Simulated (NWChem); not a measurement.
**Ionisation of H$_{4}$Sn**

```xyz
5

Sn     0.0000     0.0000     0.0000
H      1.4020     0.0000    -0.9913
H     -1.4020     0.0000    -0.9913
H      0.0000     1.4020     0.9913
H      0.0000    -1.4020     0.9913
```
Charge 0, spin multiplicity 1.

Program: NWChem. Structure: optimised with B3LYP/def2-SVP with def2 effective core potentials on Sn, a minimum by its harmonic frequencies.

Basis set: def2-TZVPD. The species with one electron less has spin multiplicity 2 and keeps the geometry of the parent. Δ marks differences of total energies (open shells unrestricted). −ε marks an orbital energy of the parent. That orbital need not have the symmetry of the hole or added electron in the Δ rows.

Effective core potentials replace the inner electrons of Sn; spin-orbit coupling is left out. B3LYP has NWChem's definition, with VWN1-RPA local correlation. The structure started from a generated list of species. No SCF solution was tested for a lower state.

Order these methods by the first vertical ionisation energy they give, lowest first: −ε(HOMO) of HF, evGW@PBE, ΔM06-2X, −ε(HOMO) of M06-2X, −ε(HOMO) of BLYP, G0W0@PBE.

−ε(HOMO) of BLYP (7.83 eV), −ε(HOMO) of M06-2X (10.22 eV), G0W0@PBE (11.02 eV), ΔM06-2X (11.57 eV), evGW@PBE (11.65 eV), −ε(HOMO) of HF (12.15 eV)
